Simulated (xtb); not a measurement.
GeOBr2, SMILES [O]=[Ge]([Br])[Br]. All values are semi-empirical tight-binding results from xtb (GFN2-xTB unless named), good for trends rather than for accurate numbers. Geometry: GFN2-xTB.

For metal compounds this method's bond lengths and energies can be far off.

```yaml
point_group_as_xtb_finds_it: C2v
orbital_gap: 3.41 eV
zero_point_energy: 2.6 kcal/mol
G − E(el) at 298.15 K (modified RRHO): -17.9 kcal/mol
```
